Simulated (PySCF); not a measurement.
Species: ClGe2H5O.
SMILES with atom numbers: `[Cl:1][GeH2:2][O:3][GeH3:4]` (hydrogens: H5, H6 on Ge2; H7, H8, H9 on Ge4)

Computed by this run: PySCF, PBE0-D3(BJ)/def2-SVP geometry optimisation, gas phase; density fitting, grid level 1; the optimiser is geomeTRIC in internal coordinates, started from a GFN2-xTB structure with every atom displaced at random (about 0.01 Å).

Step 1: E = -127649.2358 eV
```
atom  x, y, z in Å  |  force x, y, z in eV/Å
Cl1     1.5392    1.8670   -1.4328    0.011  -0.139   0.125
Ge2     1.6882    0.2877    0.0594    0.067   0.069  -0.050
O3      0.1284   -0.4230    0.3464   -1.243  -0.205  -0.050
Ge4    -1.6738   -0.4460    0.0713    1.019   0.095   0.091
H5      2.1801    0.9131    1.3758   -0.005   0.049  -0.096
H6      2.6087   -0.8075   -0.5035   -0.015   0.084  -0.028
H7     -2.2027   -1.4767    1.0858    0.044   0.061  -0.053
H8     -2.2469    0.9590    0.3409    0.053  -0.039  -0.001
H9     -1.9629   -0.8889   -1.3774    0.070   0.025   0.063
```

Step 2: E = -127649.2799 eV
```
atom  x, y, z in Å  |  force x, y, z in eV/Å
Cl1     1.4692    1.8276   -1.4303   -0.013  -0.035   0.028
Ge2     1.6665    0.2702    0.0698    0.028   0.091  -0.081
O3      0.1133   -0.4558    0.3716   -0.385  -0.171   0.082
Ge4    -1.6522   -0.4403    0.0738    0.463   0.094  -0.014
H5      2.1676    0.9357    1.3582   -0.011   0.012  -0.009
H6      2.6046   -0.7966   -0.5082   -0.012  -0.002  -0.001
H7     -2.2124   -1.4715    1.0622   -0.032  -0.002   0.003
H8     -2.1921    0.9720    0.3530   -0.023   0.012   0.003
H9     -1.9063   -0.8568   -1.3844   -0.015   0.001  -0.012
```

Step 3: E = -127649.2994 eV
```
atom  x, y, z in Å  |  force x, y, z in eV/Å
Cl1     1.3748    1.7839   -1.4344   -0.033   0.027  -0.033
Ge2     1.6516    0.2562    0.0785    0.035   0.095  -0.080
O3      0.1158   -0.4997    0.4085    0.246  -0.186   0.204
Ge4    -1.6184   -0.4333    0.0760   -0.176   0.095  -0.115
H5      2.1541    0.9616    1.3433   -0.001  -0.011   0.020
H6      2.6049   -0.7901   -0.5084   -0.001  -0.024   0.018
H7     -2.2387   -1.4641    1.0294   -0.022  -0.006   0.004
H8     -2.1337    0.9866    0.3680   -0.022   0.010   0.001
H9     -1.8520   -0.8165   -1.3949   -0.027   0.000  -0.018
```

Step 4: E = -127649.3144 eV
```
atom  x, y, z in Å  |  force x, y, z in eV/Å
Cl1     1.2664    1.7370   -1.4399   -0.049   0.039  -0.050
Ge2     1.6413    0.2445    0.0861   -0.003   0.070  -0.062
O3      0.1288   -0.5498    0.4525    0.499  -0.186   0.247
Ge4    -1.5867   -0.4262    0.0772   -0.466   0.115  -0.176
H5      2.1441    0.9862    1.3292    0.013  -0.013   0.022
H6      2.6112   -0.7826   -0.5060    0.013  -0.020   0.018
H7     -2.2719   -1.4523    0.9913    0.005  -0.011   0.008
H8     -2.0749    1.0017    0.3821   -0.003   0.005   0.001
H9     -1.7999   -0.7737   -1.4066   -0.010   0.001  -0.010
```

**Question.** Estimate the geometry and energy of step 5. (The exact step hangs on the optimiser's Hessian estimate; all steps are aligned on step 4, rigid shifts and turns removed.)

**Answer.** E = -127649.2425 eV, largest force 1.445 eV/Å
```
atom  x, y, z in Å  |  force x, y, z in eV/Å
Cl1     0.7564    1.4979   -1.4128    0.257   0.212  -0.145
Ge2     1.5700    0.1927    0.1144    0.044  -0.134   0.116
O3      0.1846   -0.7617    0.6408    0.935  -0.092   0.268
Ge4    -1.4351   -0.3890    0.0792   -1.389   0.159  -0.367
H5      2.0710    1.0714    1.2648    0.043   0.009  -0.008
H6      2.6051   -0.7380   -0.5218    0.047   0.028  -0.021
H7     -2.3758   -1.3538    0.8179    0.065  -0.065   0.056
H8     -1.7924    1.0709    0.4278    0.013  -0.063   0.031
H9     -1.5255   -0.6058   -1.4445   -0.016  -0.054   0.070
```

The energy changes by +0.0719 eV. The first-order estimate −F·Δx gives -0.0461 eV and the mean of the old and new forces, exact on a quadratic surface, +0.1273 eV. The step makes an angle of 86° with the force vector and moves no atom by more than 0.564 Å. The energy falls at the start of this step and ends higher, so the step passed the lowest point of its straight line.

What follows is the cost of the whole optimisation. Time: 86 s wall; peak memory 0.50 GiB. Hardware: one thread, Arm Neoverse V1 (aarch64), shared host with 32 logical CPUs at a one-minute load of 21.
